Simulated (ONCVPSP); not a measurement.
**An odd input for ONCVPSP 4.0.1 (Cu)**

Command:

```bash
oncvpsp.x < Cu.dat > Cu.out
```

Input:

```
# ATOM AND REFERENCE CONFIGURATION
# atsym  z   nc   nv     iexc    psfile
  Cu 29.00    3    5        3      upf
#
#   n    l    f
    1    0    2.00
    2    0    2.00
    2    1    6.00
    3    0    2.00
    3    1    6.00
    3    2   10.00
    4    0    0.50
    4    1    0.50
#
# PSEUDOPOTENTIAL AND OPTIMIZATION
# lmax
    2
#
#   l,   rc,      ep,       ncon, nbas, qcut
    0    1.05    0.00    5    9   10.40
    1    1.40    0.00    3    6   10.30
    2    1.30    0.00    4    9   10.40
#
# LOCAL POTENTIAL
# lloc, lpopt,  rc(5),   dvloc0
    4    5    0.70    0.00
#
# VANDERBILT-KLEINMAN-BYLANDER PROJECTORs
# l, nproj, debl
    0    2    3.00
    1    2    3.80
    2    2    2.70
#
# MODEL CORE CHARGE
# icmod, fcfact, rcfact
    3    5.25    1.25
#
# LOG DERIVATIVE ANALYSIS
# epsh1, epsh2, depsh
   -6.00    5.00    0.00
#
# OUTPUT GRID
# rlmax, drl
    6.00    0.01
#
# TEST CONFIGURATIONS
# ncnf
    4
# nvcnf
#   n    l    f
    5
    3    0    2.00
    3    1    6.00
    3    2   10.00
    4    0    1.00
    4    1    0.00
#
    5
    3    0    2.00
    3    1    6.00
    3    2   10.00
    4    0    0.00
    4    1    0.00
#
    5
    3    0    2.00
    3    1    6.00
    3    2    9.00
    4    0    0.00
    4    1    0.00
#
    5
    3    0    2.00
    3    1    6.00
    3    2   10.00
    4    0    0.00
    4    1    1.00
#
```

This is an input that runs to its end, with one change: depsh set to zero.

How does the run end?

The program runs through. Ghost flags: GHOST(+) s at 603.7 eV; the largest excitation error among the 3 tests with output is 2.39 meV, as for the unchanged input. Messages: WARNING no output for configuration 4; psatom: WARNING lschvkbb convergence error n,l,iter= 3 1 4; run_config: WARNING for fully non-local PS atom, stg. 1.

```
psatom: WARNING lschvkbb convergence error n,l,iter=   3   1   4
ea(ii),et,emin,emax -5.637724E-02 -6.201496E-02 -6.201496E-02 -6.201496E-02
run_config: WARNING for fully non-local PS atom, stg. 1
 WARNING no output for configuration 4

Test configuration 4

   n   l     f        eae           eps        diff
   1   0  2.0000 -324.69762686
   2   0  2.0000  -39.04065927
   2   1  6.0000  -33.75040814
   3   0  2.0000   -4.27202107   -4.27193527    8.58D-05
   3   1  6.0000   -2.72469935   -2.72461183    8.75D-05
   3   2 10.0000   -0.27206230   -0.27214653   -8.42D-05
   4   1  1.0000   -0.06818505   -0.06816770    1.73D-05

    Total energies and differences
      AE_ref= -1.65218294D+03  AE_tst= -1.65210281D+03  dif=  8.01D-02
      PS_ref= -1.91094861D+02  PS_tst= -1.91014744D+02  dif=  8.01D-02
      PSP excitation error=  2.11D-05
```
